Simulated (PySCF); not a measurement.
Substituent effects on chemical shifts

Parent skeleton `[O:1]=[C:2]([SiH3:3])[O:4][SiH2:5][SiH3:6]`; one hydrogen on atom 5 is replaced by X. Hydrogens on one atom are averaged.

No relativistic terms, a single conformation, fast rotation and ring inversion assumed for equivalent nuclei, isolated molecule. Geometry from GFN2-xTB; shielding tensors at PBE0/pcSseg-1 (GIAO); PySCF 2.14.

δ = σ(ref) − σ, references computed at the same level: H2O for 17O; 13C and 29Si and 1H vs TMS.

Parent (X = H): O1 516.8, C2 190.5, Si3 -83.9, O4 224.6, Si5 -31.3, Si6 -119.8, H(Si3) 4.08, H(Si5) 5.01, H(Si6) 3.87 ppm. Effects are Δδ = δ(X) − δ(H), positive for deshielding.

(1) Give Δδ (ppm) for X = NHSiH3, CH3, CH2Cl, CHF2, N=CH2, iPr.

(2) Which position responds most, and to which substituents?

## Answers

(1) 
```tsv
X	SMILES	O1	C2	Si3	O4	Si5	Si6	H(Si3)	H(Si5)	H(Si6)
NHSiH3	O=C([SiH3])O[Si@@H]([SiH3])N[SiH3]	+11.4	-1.5	-0.4	+31.0	+23.7	-2.8	+0.02	+0.65	-0.15
CH3	C[Si@H]([SiH3])OC(=O)[SiH3]	+4.9	-0.7	-0.7	+19.7	+25.5	+0.4	-0.02	+0.20	-0.12
CH2Cl	O=C([SiH3])O[Si@H]([SiH3])CCl	-1.0	+0.2	+1.4	+20.5	+23.2	-2.9	+0.07	+0.18	+0.00
CHF2	O=C([SiH3])O[Si@H]([SiH3])C(F)F	+13.1	+0.4	+1.3	+14.2	+14.9	+2.0	+0.07	+0.05	+0.00
N=CH2	C=N[Si@H]([SiH3])OC(=O)[SiH3]	-2.8	-0.6	+0.6	+33.5	+8.3	+0.8	+0.06	+0.44	-0.17
iPr	CC(C)[Si@@H]([SiH3])OC(=O)[SiH3]	+7.9	-0.9	-1.0	+16.8	+29.5	-3.6	-0.02	-0.25	-0.12
```

(2) Si5: from +8.3 ppm with N=CH2 to +29.5 ppm with iPr.

Unscaled 17O shifts of doubly bonded oxygen tend to come out too high, by tens of ppm or more. Experimental scales use liquid or dissolved standards, which lie at an offset from isolated H2O (liquid H2O: subtract about 36 ppm).
